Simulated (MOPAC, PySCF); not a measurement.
H₆B₂Si, SMILES `B[SiH2]B`, neutral singlet in the gas phase. 

Z-matrix (Å, degrees):
```
Si
H 1 1.4906
H 1 1.4907 2 109.35
B 1 2.0083 2 111.65 3 -123.93
H 4 1.1950 1 120.90 2 -30.22
H 4 1.1951 5 118.18 1 176.54
B 1 2.0083 2 111.65 3 123.93
H 7 1.1950 1 120.90 2 30.24
H 7 1.1951 8 118.18 1 -176.54
```
Charge 0, multiplicity 1.

All levels are single points at this geometry (PBE0-D3(BJ)/def2-TZVP); Pople sets use spherical d functions. Orbital energies aren't observables, and empty levels follow the basis.

```csv
level,HOMO (eV),LUMO (eV),gap (eV),dipole (D),"vertical IE, Delta-SCF (eV)"
PBE0-D3(BJ)/def2-TZVP in PySCF,-7.96,-3.04,4.92,0.16,–
B3LYP/3-21G in PySCF,-7.84,-3.00,4.84,0.18,–
M06-2X/6-31G* in PySCF,-8.88,-1.80,7.09,0.27,–
SVWN5/6-31G* in PySCF,-6.77,-3.97,2.80,0.22,9.95
HF/3-21G in PySCF,-10.67,0.71,11.38,0.27,–
PM7 in MOPAC,-10.12,-1.12,9.00,0.49,–
```
